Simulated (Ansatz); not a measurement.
`[BH2][GaH][Se]C` + H₂ → `C[SeH]` + `[BH2][GaH2]` at 400 K and 1 bar (hydrogenolysis of the Se–Ga bond).

Isolated molecules relaxed with PBE0-D4/def2-TZVP in Ansatz; ΔE leaves out vibrations. CCSD(T)/CBS adds triple-zeta CCSD(T) − MP2 to the extrapolated MP2 energy (def2 sets, frozen cores). This one scheme is used for every species. For Ga, Se outer-core shells are correlated without core-valence functions, which leaves a few kJ/mol of doubt a bond. Scalar relativity is left out up to krypton. One conformer a species, not always the lowest.

```tsv
species	CCSD(T)/CBS energy (Eh)	H − E (kJ/mol)	S (J/(mol·K))
`[BH2][GaH][Se]C`	-4391.09380	205.2	416.6
H₂	-1.17544	38.0	139.0
`C[SeH]`	-2441.15625	135.4	284.5
`[BH2][GaH2]`	-1951.07352	105.9	290.8
```

H − E and S are ideal-gas, rigid-rotor, harmonic terms from PBE0-D4/def2-TZVP, for one conformer and one mirror image of each species. For small species the MP2-based limit differs from directly extrapolated CCSD(T) by up to some mEh (0.8 for H₂); such offsets cancel only in part. 1 Eh = 2625.50 kJ/mol, R = 8.31446 J/(mol·K).

Task: By hand: ΔE, ΔH, ΔS and ΔG.

Result: ΔE = (-2441.15625) + (-1951.07352) − (-4391.09380) − (-1.17544) = 0.03947 Eh = 103.6 kJ/mol. Δ(H − E) = 135.4 + 105.9 − 205.2 − 38.0 = -1.9, so ΔH = 101.7 kJ/mol. ΔS = 284.5 + 290.8 − 416.6 − 139.0 = 19.7 J/(mol·K). ΔG = 101.7 − 400 × (19.7)/1000 = 93.8 kJ/mol.

Task: By hand: the equilibrium constant, and the temperature at which ΔG would vanish if ΔH and ΔS stayed fixed.

Result: log₁₀ K = −ΔG/(RT ln 10) = -12.2. ΔG = 0 at ΔH/ΔS = 5162 K, far beyond where these terms or the molecules hold.

ΔH outweighs TΔS. A doubt of 5 kJ/mol in ΔE shifts log₁₀ K by 0.7 here. Other conformers and mirror images would add mixing entropy, several J/(mol·K) or more a flexible species. Modes under 60 cm⁻¹, often nearly free rotors, make the harmonic entropy too high. These are equilibria of isolated gas molecules and say nothing of rates. Largest T1 diagnostic: 0.014 (customary marks: 0.02 for closed shells, 0.045 for open ones).
